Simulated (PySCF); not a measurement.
C12H9N, SMILES [nH]1c2c(cccc2)c2ccccc21. Atoms are numbered in the order given.

```xyz
22

C      0.0000     3.4318    -0.1987
C      0.0000     3.0473     1.1556
C      0.0000     1.6995     1.5132
C      0.0000     0.7258     0.5055
C      0.0000     1.1333    -0.8598
C      0.0000     2.4841    -1.2227
N      0.0000     0.0000    -1.6560
C      0.0000    -1.1333    -0.8598
C      0.0000    -2.4841    -1.2227
C      0.0000    -3.4318    -0.1987
C      0.0000    -3.0473     1.1556
C      0.0000    -1.6995     1.5132
C      0.0000    -0.7258     0.5055
H      0.0000     4.4940    -0.4551
H      0.0000     3.8153     1.9321
H      0.0000     1.4045     2.5652
H      0.0000     2.7887    -2.2718
H      0.0000     0.0000    -2.6662
H      0.0000    -2.7887    -2.2718
H      0.0000    -4.4940    -0.4551
H      0.0000    -3.8153     1.9321
H      0.0000    -1.4045     2.5652
```

Coordinates come from a B3LYP-D3(BJ)/def2-SVP optimisation.

The numbers are results of SMD-M06-2X/6-31G* in PySCF, not measurements.

Solvation free energies are E(SMD) − E(gas) at the gas-phase geometry, for 1 M in both phases. In vacuum the dipole moment is 1.64 D.

```tsv
solvent	ΔG(solv) (kcal/mol)	its non-electrostatic (CDS) part	dipole (D)
water	-6.4	3.7	2.44
methanol	-11.1	-1.4	2.41
toluene	-10.3	-6.1	1.96
```
